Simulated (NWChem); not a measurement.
C3H2BF3; SMILES FB1CC(F)=C1F

```xyz
9

F     -0.0707     2.4540     0.0000
B     -0.2172     1.1416     0.0000
C     -1.5074     0.1651     0.0000
C     -0.3988    -0.8648     0.0000
F     -0.5325    -2.1854     0.0000
C      0.7079    -0.0805     0.0000
F      1.9990    -0.4172     0.0000
H     -2.1436     0.1555    -0.8933
H     -2.1436     0.1555     0.8933
```
Atoms are numbered in this order, from 1.

Computed with NWChem. The geometry was optimised at B3LYP/6-31G* (spherical d). Total energies of different functionals are on different scales.

```json
[
 {"level": "PBE/def2-TZVP", "energy (Ha)": "-439.6284", "highest occupied level (eV)": "[?]", "orbital gap (eV)": "[?]", "dipole (D)": "[?]"},
 {"level": "B3LYP/def2-TZVP", "energy (Ha)": "-440.0943", "highest occupied level (eV)": "-7.71", "orbital gap (eV)": "6.22", "dipole (D)": "1.54"},
 {"level": "PBE0/def2-TZVP", "energy (Ha)": "-439.6368", "highest occupied level (eV)": "-7.93", "orbital gap (eV)": "6.69", "dipole (D)": "1.55"},
 {"level": "CAM-B3LYP/def2-TZVP", "energy (Ha)": "-439.9449", "highest occupied level (eV)": "-9.26", "orbital gap (eV)": "9.14", "dipole (D)": "1.62"},
 {"level": "PW6B95/def2-TZVP", "energy (Ha)": "-440.5957", "highest occupied level (eV)": "-8.07", "orbital gap (eV)": "6.82", "dipole (D)": "1.57"}
]
```

**Question.** Complete the blanks.

**Answer.** 
- PBE/def2-TZVP, highest occupied level (eV): -6.67
- PBE/def2-TZVP, orbital gap (eV): 4.45
- PBE/def2-TZVP, dipole (D): 1.40
